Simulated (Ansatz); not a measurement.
A run for Ansatz (a first-principles code): U-PBE/cc-pVTZ on AsH3 (SMILES [AsH3]), a point of a bond scan (R = 4.881 Å).

Ansatz 0.2 input:
```yaml
crystal:
  periodic: [false, false, false]
  atoms:
    - {symbol: As, position_ang: [0.00042674, 0.00037277, 0.07075147]}
    - {symbol: H, position_ang: [-0.90141732, 3.94267619, -2.66161064]}
    - {symbol: H, position_ang: [-0.93712035, -0.86192286, -0.76812259]}
    - {symbol: H, position_ang: [1.20443737, -0.38272110, -0.78356432]}
basis:
  gaussian:
    orbitals: cc-pVTZ
hamiltonian:
  xc: {name: PBE}
magnetization: {spin_polarized: true, initial_magnetization: 0}
```

The log:

```
WARN ansatz: RAYON_NUM_THREADS=2 ignored (pool sized by the plan → 2); use --threads N
Functional definition: PBE
integrals: 0.01 GiB planned
551 factors; their error is unknown
mean field: 0.21 GiB planned
mean field evaluation 1: about -60870.2012 eV, gradient 1.9e1 eV
mean field evaluation 2: about -60860.5862 eV, gradient 3.7e1 eV
mean field evaluation 4: about -60867.1583 eV, gradient 2.1e1 eV
mean field evaluation 8: about -60876.9606 eV, gradient 1.7e-1 eV
mean field evaluation 16: about -60878.1494 eV, gradient 1.7e0 eV
mean field evaluation 32: about -60878.2643 eV, gradient 3.1e-3 eV
mean field evaluation 64: about -60878.2643 eV, gradient 9.4e-6 eV
mean field -60878.26432378 eV, -2237.2349491293 hartree, gradient 2.6e-5 eV, S^2 1.002241; 3 other end points of the search recorded, 0 dependent functions left out
reference -60878.26436266 eV, -2237.2349505579 hartree; 18, 18 occupied and 67, 67 virtual orbitals, 551 factors
Total energy: -60878.26436266 eV, -2237.2349505579 hartree
```

The calculation finished and met its thresholds. Its determinant has ⟨S²⟩ = 1.00, a mixture of spin states.

Cost: very roughly 6 core-seconds.
